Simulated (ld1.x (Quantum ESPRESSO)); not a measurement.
## Which change was made? (N, TM)

| Property | Result |
| --- | --- |
| Element | nitrogen |
| Generator | ld1.x (Quantum ESPRESSO) 7.5 |
| Type | norm-conserving Troullier–Martins (Kleinman–Bylander form) |
| Functional | revPBE |
| Relativity | scalar-relativistic |
| Frozen core | [He] |
| Valence charge | 5 |
| Reference configuration | 2s2 2p2 (charge +1) |
| Partial waves | 2s (bound): rc 1.10 bohr; 2p (bound): rc 1.50 bohr; 3d channel at -0.1 Ry: rc 1.55 bohr |
| Local potential | all-electron potential smoothed inside 1.35 bohr (lloc = -2) |
| Core correction | a·sin(br)/r model core inside 0.70 bohr |

Cutoffs, loose and tight: the cutoffs (Ry, on a coarse ladder) from which the occupation-weighted sum of valence levels, in a spherical-Bessel basis at the reference potential, stays within 10 and 1 mRy of its value at 400 Ry. They do not see the model core or the augmentation charge, which bear on the density cutoff. Test errors are all-electron minus pseudo excitation energies from the reference, over the configurations 2s2 2p3; 2s2 2p1; 2s2 2p0; 2s2 2p2.5; 2s1 2p3; 2s2 2p3.3; 2s1 2p4; variants that change the core or the reference have their own tests.

The base gives: outcome: generated; cutoff, loose: 55 Ry; cutoff, tight: 110 Ry; bound ghosts: none; largest test error (meV): +297.

(1) After one change the result is: outcome: generated; cutoff, loose: 35 Ry; cutoff, tight: 60 Ry; bound ghosts: none; largest test error (meV): +1189. Which change was it?
A. wave 2p (bound): rc 1.50 bohr becomes 2p (bound): rc 1.92 bohr
B. local potential the s channel
C. all radii but the core radius scaled by about 1.35 (s 1.48, p 2.02, d 2.10 bohr); local potential all-electron potential smoothed inside 1.82 bohr (lloc = -2)

Results:

(1) C. The others give: wave 2p (bound): rc 1.50 bohr becomes 2p (bound): rc 1.92 bohr → outcome: generated; cutoff, loose: 50 Ry; cutoff, tight: 110 Ry; bound ghosts: none; largest test error (meV): +815 | local potential the s channel → outcome: generated; cutoff, loose: 55 Ry; cutoff, tight: 110 Ry; bound ghosts: none; largest test error (meV): +402.
